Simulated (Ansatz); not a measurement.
Two isomers of C4H6BF: A = `C/C=C1\CB1F`, B = `C=C=C(F)BC`.

Computed with Ansatz on PBE0-D4/def2-TZVP structures; ΔE is electronic, products minus reactants. CCSD(T)/CBS is the MP2 limit (def2-TZVPP, def2-QZVPP) plus CCSD(T) − MP2 in def2-TZVPP, frozen cores. Functionals use def2-TZVPP. B3LYP here is the variant with VWN-RPA as its local correlation; programs differ in this. One conformer a species, not always the lowest.

A:

Z-matrix (Å, degrees):
```
C
C 1 1.486
H 1 1.090 2 111.4
H 1 1.095 2 110.7 3 -121.2
H 1 1.095 2 110.7 3 121.2
C 2 1.328 1 125.2 3 -0.1
H 2 1.089 1 116.6 3 179.9
B 6 1.477 2 161.2 1 -179.9
C 6 1.542 2 137.8 1 -0.0
F 8 1.311 6 150.9 2 -0.1
H 9 1.092 6 117.4 2 -69.0
H 9 1.092 6 117.4 2 69.1
```

B:

```xyz
12

C    -1.749   -1.586   -1.590
C    -0.715   -0.994   -1.082
C     0.293   -0.361   -0.519
F     1.536   -0.540   -1.038
B     0.105    0.561    0.694
C     1.282    1.319    1.369
H    -2.329   -1.122   -2.382
H    -2.063   -2.565   -1.242
H    -1.017    0.673    1.097
H     1.298    1.107    2.444
H     1.094    2.399    1.302
H     2.265    1.110    0.948
```

(1) Which is lower in electronic energy at CCSD(T)/CBS, and by how much? (Best estimate.)

(2) Give E(B) − E(A) in kcal/mol with ωB97M-V, PBE0-D4, B3LYP, CCSD/def2-TZVPP, CCSD(T)/def2-TZVPP, B2PLYP, PBE-D4. (An estimate is asked.)

Largest T1 diagnostic: 0.013.

Results:

(1) The calculation gave: A, by 31.6 kcal/mol.

(2) The calculation gave: ωB97M-V 30.8, PBE0-D4 33.1, B3LYP 28.0, CCSD/def2-TZVPP 31.2, CCSD(T)/def2-TZVPP 31.0, B2PLYP 30.2, PBE-D4 30.7. None reverses the order clearly.

From PBE to PBE0 (25 % exact exchange), in def2-TZVPP and without D4, E(B) − E(A) moves by +2.4 kcal/mol. In def2-TZVPP, CCSD(T) changes the Hartree–Fock value by +2.8 kcal/mol (the triples alone add −0.2 kcal/mol) and MP2 by +7.0 kcal/mol.
